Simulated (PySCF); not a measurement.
Peak assignment

Numbering as in the mapped SMILES `[CH2:1]=[CH:2]/[CH:3]=[C:4]1/[CH2:5][CH2:6][C@@H:7]1[Cl:8]` (H(Xn): hydrogen on atom n). Ha(C1) is cis to C3; Ha(C5), Ha(C6) are cis to Cl8 on the ring; Hb(C1) is trans to C3; Hb(C5), Hb(C6) are trans to Cl8 on the ring.

Theory: GFN2-xTB structure, PBE0/pcSseg-1 with gauge-including orbitals, in PySCF (no solvent model, non-relativistic, single conformer).

Referencing at the same level of theory: TMS for 13C (σref 186.93) and 1H (σref 31.72).

Q: Assign these signals to the numbered atoms. 13C{1H} NMR (computed): δ 150.5, 140.6, 138.6, 124.3, 58.9, 31.1, 27.8.

A: 
150.5 → C4, fully substituted alkene carbon: as expected for a trigonal carbon in a double bond
140.6 → C2, alkene CH: the olefinic region
138.6 → C3, alkene CH
124.3 → C1, terminal =CH2 carbon: an sp2 carbon of a C=C bond
58.9 → C7, allylic sp3 CH bonded to Cl: deshielded by the electronegative neighbour
31.1 → C6, sp3 CH2 in a ring: a saturated carbon with 2 carbon neighbours and no heteroatom attached
27.8 → C5, allylic sp3 CH2: a saturated carbon with 2 carbon neighbours and no heteroatom attached

C2 and C3 lie closer than the usual error of such a calculation, so a measured spectrum could show them in the other order.

Q: Assign these signals to the numbered atoms. 1H NMR (400 MHz, computed): δ 7.08 (m, 1H), 6.23 (d, 1H), 5.46 (m, 1H), 5.41 (m, 1H), 4.99 (m, 1H), 3.00 (m, 1H), 2.72 (m, 1H), 2.67 (m, 1H), 2.30 (m, 1H).

A: 
7.08 → H(C2), hydrogen on an alkene CH: a vinylic proton, deshielded by the sp2 carbon and the C=C anisotropy
6.23 → H(C3), hydrogen on an alkene CH
5.46 → Hb(C1), hydrogen on a terminal =CH2 carbon: attached to an sp2 carbon and in the plane of the double bond
5.41 → Ha(C1), hydrogen on a terminal =CH2 carbon
4.99 → H(C7), hydrogen on an allylic sp3 CH bonded to Cl: its carbon carries Cl, an electronegative neighbour
3.00 → Ha(C5), hydrogen on an allylic sp3 CH2: allylic position
2.72 → Hb(C5), hydrogen on an allylic sp3 CH2
2.67 → Hb(C6), hydrogen on an sp3 CH2 in a ring
2.30 → Ha(C6), hydrogen on an sp3 CH2 in a ring

Hb(C1) and Ha(C1); Hb(C5) and Hb(C6) lie closer than the usual error of such a calculation, so a measured spectrum could show them in the other order.

Carbons that carry Cl, above all several Cl atoms, come out too deshielded, partly because spin–orbit coupling is missing. Shifts are as computed. Against solution values, carbons near 30 ppm lie about +3 ppm off and those near 130 ppm about +5 ppm; carbons on Cl a further +6 ppm. Of 1211 compounds with measured shifts, 218 miss one by over three times the rms of a fit or turn the order of signals round; such compounds aren't used in these exercises. Multiplicities follow the n + 1 count of equivalent neighbours, as no J values were calculated; m marks all less simple cases, F and P coupling included.
